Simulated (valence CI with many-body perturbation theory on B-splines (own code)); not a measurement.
Values are calculated unless marked as measured or tabulated.
**Sensitivity of CI+MBPT for Zr XXVII**

Level of theory: relativistic CI+MBPT: four valence electrons over a frozen Dirac-Fock core [Ne], radial functions for each j: 6 s, 6 p, 5 d, 3 f, 1 g, with the one-electron correlation potential Σ1, the two-electron term Σ2, the three-electron term Σ3, Breit, model QED; selected CI, second order for the rest, scaled by the run's own slope (own B-spline code, finite nucleus).

No measured spectrum was set against this ion. As an estimate, large intervals hold to a few tenths of a per cent, small ones and those within an open d or f shell to about a per cent.

The reference run has the lowest level (3s^2 3p1/2^2) J=0 and an ionisation energy of 1343.14 eV. Its largest variational space holds 9998 state functions.

Levels are named by their leading jj configuration (3d3/2^4 stands for four electrons in 3d with j = 3/2), which in mixed levels can hold well under half, so a name can repeat and another be missing. Letters in brackets count levels of one name in rising energy.

Changed runs:
A. core polarisation of operators on → off
B. cutoff of virtual states (hartree) 3200 → 50000
C. correlating orbitals by l 3 3 3 2 1 → 4 4 0 0 0; averaging of valence orbitals over low configurations on → off
D. start configuration 3s2 3p2 → 3s2 4p2 (bad on purpose)

Excitation energies of the reference run in cm⁻¹, and shifts in cm⁻¹:

```tsv
Level	Reference	A	B	C
(3s^2 3p1/2 3p3/2) J=1	123794	0	+7.9	-356
(3s^2 3p1/2 3p3/2) J=2	156243	0	+8.2	+319
(3s^2 3p3/2^2) J=2	305342	0	+16	+349
(3s^2 3p3/2^2) J=0	384426	0	+16	+1181
(3s 3p1/2^2 3p3/2) J=2	613876	0	+24	-1712
(3s 3p1/2^2 3p3/2) J=1	730298	0	+26	+37
(3s 3p1/2 3p3/2^2) J=2 [a]	760494	0	+29	-595
(3s 3p1/2 3p3/2^2) J=3	804172	0	+31	-358
(3s 3p1/2 3p3/2^2) J=2 [b]	873059	0	+35	+249
(3s 3p1/2 3p3/2^2) J=0	876440	0	+32	+341
(3s 3p1/2 3p3/2^2) J=1 [a]	892174	0	+33	+238
(3s^2 3p1/2 3d3/2) J=2	952912	0	+38	+1142
Ionisation energy (eV)	1343.14	0	+0.0045	-0.26
```

No effect on these energies: A.

Run D: It gave no result: the start configuration must fill the lowest shells above the core. The program said: "4p is not the lowest shell of its kind above the core".
